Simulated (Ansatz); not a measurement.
Compare A (`[SiH3]C1CCC1`) with its isomer B (`C=C([SiH3])CC`).

Program: Ansatz. Geometries: PBE0-D4/def2-TZVP. ΔE: electronic, gas phase. CCSD(T)/CBS is the MP2 limit (def2-TZVPP, def2-QZVPP) plus CCSD(T) − MP2 in def2-TZVPP, frozen cores. Functionals use def2-TZVPP. B3LYP here is the variant with VWN-RPA as its local correlation; programs differ in this. One conformer a species, not always the lowest.

**Question.** Which is lower in electronic energy at CCSD(T)/CBS, and by how much? (Estimate.)

**Answer.** Ansatz gave: B, by 26.6 kJ/mol.

**Question.** Give E(B) − E(A) in kJ/mol with PBE-D4, B2PLYP, LDA (SPW92), ωB97M-V, HF/def2-TZVPP, r2SCAN-D4, B3LYP. (Estimate.)

**Answer.** Computed: PBE-D4 -20.0, B2PLYP -33.0, LDA (SPW92) -3.1, ωB97M-V -19.6, HF/def2-TZVPP -41.0, r2SCAN-D4 -25.5, B3LYP -38.5. None reverses the order clearly.

**Question.** Does the order hold for the free energy at 298.15 K (harmonic terms from PBE0-D4)? (Estimate.)

**Answer.** Computed: Yes: G(B) − G(A) = -36.4 kJ/mol, for one conformer each. Modes under 60 cm⁻¹, often nearly free rotors, make the harmonic entropy too high.

Largest T1 diagnostic: 0.011.

At CCSD(T), def2-SVP lies +3.5 kJ/mol from the extrapolated value and def2-TZVPP +1.7 kJ/mol. Leaving LDA and LC-ωPBE aside and taking each functional with its dispersion term where it has one, the values, not all of them listed here, spread over 35.7 kJ/mol, from BLYP-D4 to PBE-QIDH. LDA lies +17.6 kJ/mol from PBE without D4.
